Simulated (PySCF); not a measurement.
Gas-phase reaction: 2 ZrCl₃OH + 2 HO₂ = 2 ZrO₂ + 2 H₂O + 3 Cl₂

Method: PySCF energies plus ideal-gas RRHO corrections (1 bar). † marks an energy on the PBE0/def2-TZVP geometry and frequencies; other levels use their own. Open shells (unrestricted): HO₂ (multiplicity 2); the rest are closed-shell singlets. Zr: scalar-relativistic def2 core potential, no spin-orbit coupling. ZrCl₃OH: computed as isolated molecules; such fragments, hydroxides, amides, oligomers or adducts are transient or little studied in the gas.

PBE/def2-SVP gives ΔH°(298 K) = 1071 kJ.

Problem. What do LDA/def2-TZVP†, r2SCAN/def2-TZVP†, PBE0/def2-SVP† give?

Solution. LDA/def2-TZVP†: 977 kJ; r2SCAN/def2-TZVP†: 1037 kJ; PBE0/def2-SVP†: 1176 kJ. For scale, ΔH°(298 K) is 1071 kJ at this level, 1036 kJ at ωB97M-V/def2-TZVP†, and runs from 836 to 1360 kJ over the 18 levels computed († marks an energy on the PBE0/def2-TZVP geometry).
